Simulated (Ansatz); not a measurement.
`CB1O[SiH]1N` → `C[SiH]1NB1O`  (isomerisation)

Isolated molecules relaxed with PBE0-D4/def2-TZVP in Ansatz; ΔE leaves out vibrations. CBS: MP2 limit from def2 TZ/QZ plus the TZ coupled-cluster correction, frozen cores. One conformer a species, not always the lowest.

```csv
species,HF/def2-QZVPP energy (Eh)
`CB1O[SiH]1N`,-484.47456
`C[SiH]1NB1O`,-484.46717
```

Q: Work out ΔE.

A: ΔE = (-484.46717) − (-484.47456) = 0.00739 Eh = +0.20 eV. CCSD(T)/CBS gives +0.19 eV.

Largest T1 diagnostic among the species: 0.014.
